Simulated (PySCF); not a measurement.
## Si (silicon, neutral) across methods

[Ne] 3s1 3p3, high-spin 5S determinant (an excited configuration). Calculation: PySCF 2.14, in dyall-av3z (19s12p3d2f, 84 functions); the spin-free X2C one-electron Hamiltonian (Gaussian nucleus). The B2PLYP total includes its PT2 part (frozen core); its orbital energies are those of the SCF part.

```json
{"method": "LDA", "E (hartree)": "-288.6634", "mean ε 2p β (eV)": "-95.968", "mean ε 3s α (eV)": "-12.462", "mean ε 3p α (eV)": "-5.458", "Σ⟨r²⟩ (bohr²)": "32.81", "⟨S²⟩": "6.000"}
{"method": "PBE", "E (hartree)": "-289.6894", "mean ε 2p β (eV)": "-95.853", "mean ε 3s α (eV)": "-12.477", "mean ε 3p α (eV)": "-5.446", "Σ⟨r²⟩ (bohr²)": "32.61", "⟨S²⟩": "6.000"}
{"method": "HSE06", "E (hartree)": "-289.7348", "mean ε 2p β (eV)": "-100.67", "mean ε 3s α (eV)": "-13.984", "mean ε 3p α (eV)": "-6.143", "Σ⟨r²⟩ (bohr²)": "32.35", "⟨S²⟩": "6.000"}
{"method": "TPSSh", "E (hartree)": "-289.8483", "mean ε 2p β (eV)": "-98.411", "mean ε 3s α (eV)": "-13.391", "mean ε 3p α (eV)": "-5.911", "Σ⟨r²⟩ (bohr²)": "32.31", "⟨S²⟩": "6.000"}
{"method": "B2PLYP", "E (hartree)": "-289.7100", "mean ε 2p β (eV)": "-106.75", "mean ε 3s α (eV)": "-16.202", "mean ε 3p α (eV)": "-7.408", "Σ⟨r²⟩ (bohr²)": "32.43", "⟨S²⟩": "6.000"}
{"method": "LC-wPBE", "E (hartree)": "-289.7484", "mean ε 2p β (eV)": "-101.65", "mean ε 3s α (eV)": "-17.977", "mean ε 3p α (eV)": "-9.187", "Σ⟨r²⟩ (bohr²)": "31.93", "⟨S²⟩": "6.000"}
{"method": "UHF", "E (hartree)": "-289.36575", "mean ε 2p β (eV)": "-115.90", "mean ε 3s α (eV)": "-19.726", "mean ε 3p α (eV)": "-9.467", "Σ⟨r²⟩ (bohr²)": "32.37", "⟨S²⟩": "6.000"}
{"method": "r2SCAN", "E (hartree)": "-289.8264", "mean ε 2p β (eV)": "-97.702", "mean ε 3s α (eV)": "-13.211", "mean ε 3p α (eV)": "-5.747", "Σ⟨r²⟩ (bohr²)": "32.12", "⟨S²⟩": "6.000"}
```

(1) Estimate the same row for PBE0.

Answers

(1) E (hartree) = -289.7188; mean ε 2p β (eV) = -101.13; mean ε 3s α (eV) = -14.408; mean ε 3p α (eV) = -6.546; Σ⟨r²⟩ (bohr²) = 32.33; ⟨S²⟩ = 6.000.
